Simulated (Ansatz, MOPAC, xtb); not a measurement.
Spectroscopic constants of TaO, multiplicity 2 (the spin of the measured ground state). No spin–orbit coupling. The T1 diagnostic near the minimum is 0.049, so single-reference values are doubtful.

The constants come from a fifth-degree fit in 1/R (seven points, main isotopes). In def2 and cc sets the state is the lowest found near the PBE0 minimum, followed along R.

Programs: Ansatz (a program for electronic structure); MOPAC for PM6, PM7 (differences of heats of formation); xtb for the GFN methods.  In def2 rows elements past Kr take small-core potentials, without spin–orbit coupling. The GFN methods have no spin term and hold the electronic entropy of 300 K.

```
level                 r_e (Å)  ω_e (cm⁻¹)  α_e (cm⁻¹)  ω_e x_e (cm⁻¹)  D_e (eV)  dipole (D)
--------------------  -------  ----------  ----------  --------------  --------  ----------
PM6                     1.737        1075     0.00098             1.8         -           -
PM7                     1.766        1004     0.00092             1.5         -           -
GFN1-xTB                1.713         940      0.0030             5.5         -           -
GFN2-xTB                1.720         775      0.0036             5.0         -           -
SVWN5/def2-TZVPP        1.683        1052      0.0018             3.3      9.92        2.58
PBE/def2-TZVPP          1.698        1012      0.0018             3.4      8.71        2.76
B97M-V/def2-TZVPP       1.686        1048      0.0017             3.3      7.95        2.64
B3LYP/def2-TZVPP        1.690        1044      0.0017             3.2      7.92        2.88
BHLYP/def2-TZVPP        1.675        1090      0.0016             3.0      6.91        3.12
CAM-B3LYP/def2-TZVPP    1.682        1071      0.0016             3.0      7.89        3.01
wB97X-V/def2-TZVPP      1.679        1079      0.0016             3.0      8.02        2.96
wB97M-V/def2-TZVPP      1.680        1075      0.0016             3.0      7.80        2.88
```

D_e counts from each atom's lowest state at the same level, without counterpoise or zero-point energy.

The state that PM6, PM7 reach isn't checked; PM7 holds dispersion and hydrogen-bond terms.

Doubts at one or more of the structures used: a spin-contaminated determinant (PBE/def2-TZVPP).

Measured for the ground state: r_e 1.6875 Å, ω_e 1028.7 cm-1, ω_e x_e 3.51 cm-1, B_e 0.40284 cm-1, α_e 0.00182 cm-1 [Huber and Herzberg (1979), NIST Chemistry WebBook].
